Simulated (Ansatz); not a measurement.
Compare A (`N=C1C[CH]1[GeH3]`) with its isomer B (`C=[C]1[CH2][GeH]1[NH2]`).

Program: Ansatz. Geometries: PBE0-D4/def2-TZVP. ΔE: electronic, gas phase. CBS: MP2 limit from def2 TZ/QZ plus the TZ coupled-cluster correction, frozen cores. Functionals use def2-TZVPP. For Ge outer-core shells are correlated without core-valence functions, which leaves a few kJ/mol of doubt a bond. Scalar relativity is left out up to krypton. Each species was taken in one conformer, which may not be the lowest.

Which isomer does CCSD(T)/CBS put lower? Give the gap. (Best estimate.)

Computed: B, by 8.2 kcal/mol.

Give E(B) − E(A) in kcal/mol with CCSD(T)/def2-TZVPP, ωB97M-V, HF/def2-TZVPP, r2SCAN-D4, MP2/def2-TZVPP, CCSD/def2-TZVPP, B2PLYP. (An estimate is asked.)

Ansatz gave: CCSD(T)/def2-TZVPP -6.1, ωB97M-V -4.6, HF/def2-TZVPP -1.7, r2SCAN-D4 -4.3, MP2/def2-TZVPP -7.3, CCSD/def2-TZVPP -5.5, B2PLYP -5.8. None reverses the order clearly.

Largest T1 diagnostic: 0.012.

In def2-TZVPP, CCSD(T) changes the Hartree–Fock value by −4.4 kcal/mol (the triples alone add −0.7 kcal/mol) and MP2 by −5.6 kcal/mol.
